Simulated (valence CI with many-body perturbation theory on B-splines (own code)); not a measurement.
Values are calculated unless marked as measured or tabulated.
## Energy levels of Ir70+

Level of theory: valence CI with perturbative core correlation (CI+MBPT): five valence electrons over a frozen Dirac-Fock core [He], radial functions for each j: 11 s, 11 p, 10 d, 8 f, 5 g, 2 h, with the one-electron correlation potential Σ1, the two-electron term Σ2, the three-electron term Σ3, Breit, model QED; selected CI, second order for the rest, scaled by the run's own slope (own B-spline code, finite nucleus).

The last digits are not significant, and no measured levels were compared; by estimate large intervals hold to a few tenths of a per cent, small ones and those within an open d or f shell to about a per cent. Among the levels kept, up to 7600 cm⁻¹ of a level comes from second order outside the variational space, and about a tenth of that is noise between levels of different J, which matters for small intervals.

Levels 136 to 180 of 202, with energies above the lowest level, (2s^2 2p1/2^2 2p3/2) J=3/2. "Leading %" is the weight of the configuration and term that name the level; weights of strongly mixed levels are sums over their largest components and can fall short, so below about 35 % the name and the second component can differ from the true leading terms, or belong to a minority configuration. In the jj column 3d3/2^4 stands for four electrons in 3d with j = 3/2.

```csv
No.,Configuration,Term,J,E (eV),Leading %,Second component,Leading jj
136,2s2p³3p,⁴P,1/2,13845,62,24 % 2s2p³3p ²P,2s 2p1/2 2p3/2^2 3p3/2 (98 %)
137,2s²2p²3d,²P,3/2,13853,41,25 % 2s²2p²3d ²D,2s^2 2p3/2^2 3d5/2 (93 %)
138,2s²2p²3d,²D,5/2,13853,54,14 % 2s²2p²3d ²F,2s^2 2p3/2^2 3d5/2 (92 %)
139,2s2p³3p,⁴P,3/2,13876,37,23 % 2s2p³3p ²D,2s 2p1/2 2p3/2^2 3p3/2 (96 %)
140,2s2p³3p,⁴F,9/2,13879,97,,2s 2p1/2 2p3/2^2 3p3/2 (97 %)
141,2s2p³3p,⁴D,7/2,13881,64,34 % 2s2p³3p ²F,2s 2p1/2 2p3/2^2 3p3/2 (99 %)
142,2s²2p²3d,²D,5/2,13892,65,12 % 2s²2p²3d ²F,2s^2 2p3/2^2 3d5/2 (98 %)
143,2s2p³3p,²P,3/2,13903,57,29 % 2s2p³3p ⁴P,2s 2p1/2 2p3/2^2 3p3/2 (97 %)
144,2p⁴3p,²P°,1/2,13908,72,19 % 2p⁴3p ⁴D°,2p1/2^2 2p3/2^2 3p1/2 (98 %)
145,2s2p³3p,²D,5/2,13922,56,26 % 2s2p³3p ⁴P,2s 2p1/2 2p3/2^2 3p3/2 (99 %)
146,2s2p³3d,⁶D°,3/2,13944,42,21 % 2s2p³3d ⁴D°,2s 2p1/2 2p3/2^2 3d3/2 (99 %)
147,2s2p³3d,⁶D°,1/2,13945,48,18 % 2s2p³3d ⁴D°,2s 2p1/2 2p3/2^2 3d3/2 (100 %)
148,2s2p³3d,⁶D°,5/2,13949,35,30 % 2s2p³3d ⁴F°,2s 2p1/2 2p3/2^2 3d3/2 (98 %)
149,2s2p³3d,⁴G°,7/2,13958,36,24 % 2s2p³3d ⁴D°,2s 2p1/2 2p3/2^2 3d3/2 (99 %)
150,2s2p³3p,⁴P,3/2,13958,31,25 % 2s2p³3p ⁴D,2s 2p1/2 2p3/2^2 3p3/2 (100 %)
151,2s2p³3p,²P,1/2,13975,73,16 % 2s2p³3p ⁴D,2s 2p1/2 2p3/2^2 3p3/2 (99 %)
152,2s2p³3p,⁴P,5/2,13975,52,17 % 2s2p³3p ⁴F,2s 2p1/2 2p3/2^2 3p3/2 (99 %)
153,2s2p³3p,²F,7/2,13982,79,14 % 2s2p³3p ⁴F,2s 2p1/2 2p3/2^2 3p3/2 (100 %)
154,2s2p³3p,⁴P,3/2,13983,37,21 % 2s2p³3p ²P,2s 2p1/2 2p3/2^2 3p3/2 (100 %)
155,2s2p³3p,²D,5/2,13990,48,18 % 2s2p³3p ⁴D,2s 2p1/2 2p3/2^2 3p3/2 (99 %)
156,2s2p³3d,²G°,9/2,13992,45,42 % 2s2p³3d ⁴G°,2s 2p1/2 2p3/2^2 3d3/2 (99 %)
157,2s2p³3p,²D,3/2,13998,36,23 % 2s2p³3p ²P,2s 2p1/2 2p3/2^2 3p3/2 (100 %)
158,2s2p³3p,²D,5/2,14001,49,20 % 2s2p³3p ⁴D,2s 2p1/2 2p3/2^2 3p3/2 (99 %)
159,2s2p³3p,²P,1/2,14002,46,20 % 2s2p³3p ²S,2s 2p1/2 2p3/2^2 3p3/2 (98 %)
160,2s2p³3d,⁴F°,7/2,14003,40,29 % 2s2p³3d ⁴D°,2s 2p1/2 2p3/2^2 3d3/2 (98 %)
161,2s2p³3d,⁴D°,5/2,14008,39,31 % 2s2p³3d ⁴P°,2s 2p1/2 2p3/2^2 3d3/2 (98 %)
162,2s2p³3d,⁴P°,3/2,14015,43,30 % 2s2p³3d ⁴S°,2s 2p1/2 2p3/2^2 3d3/2 (98 %)
163,2s2p³3p,²P,1/2,14028,60,29 % 2s2p³3p ⁴P,2s 2p1/2 2p3/2^2 3p3/2 (99 %)
164,2s2p³3p,²D,3/2,14029,48,30 % 2s2p³3p ²P,2s 2p1/2 2p3/2^2 3p3/2 (99 %)
165,2s2p³3d,⁶D°,9/2,14059,50,24 % 2s2p³3d ⁴G°,2s 2p1/2 2p3/2^2 3d5/2 (100 %)
166,2s2p³3d,⁴F°,3/2,14059,62,12 % 2s2p³3d ²D°,2s 2p1/2 2p3/2^2 3d3/2 (95 %)
167,2s2p³3d,⁴D°,7/2,14065,40,28 % 2s2p³3d ⁶D°,2s 2p1/2 2p3/2^2 3d5/2 (97 %)
168,2s2p³3d,⁴D°,1/2,14073,80,10 % 2s2p³3d ⁴P°,2s 2p1/2 2p3/2^2 3d3/2 (64 %)
169,2s2p³3d,⁴G°,5/2,14084,30,17 % 2s2p³3d ²D°,2s 2p1/2 2p3/2^2 3d3/2 (96 %)
170,2s2p³3d,⁴D°,3/2,14085,37,29 % 2s2p³3d ⁴F°,2s 2p1/2 2p3/2^2 3d3/2 (98 %)
171,2s2p³3d,²G°,7/2,14088,70,11 % 2s2p³3d ⁴G°,2s 2p1/2 2p3/2^2 3d3/2 (96 %)
172,2s2p³3d,²F°,5/2,14095,27,25 % 2s2p³3d ⁴F°,2s 2p1/2 2p3/2^2 3d3/2 (73 %)
173,2s2p³3d,²P°,1/2,14101,43,26 % 2s2p³3d ⁴D°,2s 2p1/2 2p3/2^2 3d3/2 (61 %)
174,2s2p³3d,⁴G°,11/2,14105,100,,2s 2p1/2 2p3/2^2 3d5/2 (100 %)
175,2s2p³3d,²F°,5/2,14105,37,22 % 2s2p³3d ⁴D°,2s 2p1/2 2p3/2^2 3d3/2 (58 %)
176,2s2p³3d,⁴D°,3/2,14108,32,12 % 2s2p³3d ²D°,2s 2p1/2 2p3/2^2 3d5/2 (54 %)
177,2s2p³3d,⁴D°,1/2,14108,31,21 % 2s2p³3d ⁴P°,2s 2p1/2 2p3/2^2 3d3/2 (53 %)
178,2s2p³3d,⁴F°,9/2,14109,68,30 % 2s2p³3d ²G°,2s 2p1/2 2p3/2^2 3d5/2 (100 %)
179,2s2p³3d,²D°,3/2,14114,36,16 % 2s2p³3d ²P°,2s 2p1/2 2p3/2^2 3d3/2 (76 %)
180,2s2p³3d,²F°,5/2,14116,35,20 % 2s2p³3d ²D°,2s 2p1/2 2p3/2^2 3d3/2 (68 %)
```
